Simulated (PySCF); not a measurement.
**From computed data to an observable: entropy of an ideal gas**

AlHCl2, SMILES [Cl][AlH][Cl].

The structure is a stationary point at PBE0-D3(BJ)/def2-TZVP.

PBE0-D3(BJ)/def2-TZVP (PySCF 2.14.0) gives the harmonic wavenumbers 160, 451, 482, 585, 658, 2014 cm⁻¹ and the rotational temperatures 0.8727, 0.1072, 0.0954 K. The molar mass is 98.89 g/mol, the symmetry number 2, the spin multiplicity 1.

Problem. Work out the entropy at 298.15 K and 1 atm in the rigid-rotor, harmonic-oscillator model.

Solution. 
Translation (Sackur–Tetrode at 1 atm): S = R[1.5 ln M + 2.5 ln T − 1.16487] = 166.0 J/(mol K).
Rotation: q = (√π/σ) T^1.5/√(θA θB θC) = 48300, S = R[ln q + 3/2] = 102.1 J/(mol K).
Vibration: with u = 1.4388 ν/T, each mode gives R[u/(e^u − 1) − ln(1 − e^−u)]:
```tsv
ν (cm⁻¹)	modes	u	S (J/(mol K))
160	1	0.77	10.67
451	1	2.18	3.32
482	1	2.33	2.95
585	1	2.82	1.99
658	1	3.18	1.51
2014	1	9.72	0.01
```
These are all the modes. Sum 20.4 J/(mol K).
Spin: R ln 1 = 0.0 J/(mol K).
Total 288.6 J/(mol K); the program's own thermochemistry gives 288.6. Translation makes up 58 % and vibration 7 %. Anharmonicity, hindered rotation and orbital degeneracy are left out.
